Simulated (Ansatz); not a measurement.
CH4AlBrS, SMILES `[CH3][Al]([SH])[Br]`, 8 atoms. The species carries charge 0 and has multiplicity 1. Correlated methods include outer-core shells of Br, which these sets cover unevenly. Scalar relativity is left out up to krypton. All runs use 4 threads of a server CPU on a shared host. Correlated methods freeze the cores.

**Question.** How many basis functions does each run have, and how long does it take in Ansatz? RKS BLYP-D4/def2-TZVPP energy; RKS PBE0-D4/def2-TZVP relaxation (41 steps); RKS ωB97M-V/def2-SVP energy; RKS ωB97M-V/def2-TZVPP energy and forces; RKS PBE0-D4/def2-QZVPP energy; RKS revPBE-D4/def2-TZVPP energy; RKS PBE0-D4/def2-SVP energy; RKS ωB97M-V/def2-QZVPP energy; RHF-MP2/def2-QZVPP energy; RKS PBE0-D4/def2-TZVP frequencies; direct RPA on PBE orbitals/def2-TZVPP energy; RHF-CCSD(T)/def2-SVP energy. (Best estimate.)

**Answer.** Computed: Other jobs shared the machine, so times are rough.

```csv
level,job,functions,wall time,peak host memory (GiB)
RKS PBE0-D4/def2-SVP,energy,102,0.7 s,0.22
RKS revPBE-D4/def2-TZVPP,energy,219,1 s,0.3
RKS BLYP-D4/def2-TZVPP,energy,219,1.1 s,0.3
RHF-CCSD(T)/def2-SVP,energy,102,2.1 s,0.39
RKS ωB97M-V/def2-SVP,energy,102,2.2 s,0.34
direct RPA on PBE orbitals/def2-TZVPP,energy,219,2.3 s,0.44
RKS PBE0-D4/def2-QZVPP,energy,406,4.6 s,1.6
RKS ωB97M-V/def2-TZVPP,energy and forces,219,4.7 s,0.85
RKS ωB97M-V/def2-QZVPP,energy,406,9 s,1.9
RHF-MP2/def2-QZVPP,energy,406,10 s,2
RKS PBE0-D4/def2-TZVP,frequencies,177,63 s,0.53
RKS PBE0-D4/def2-TZVP,relaxation (41 steps),177,69 s,0.53
```
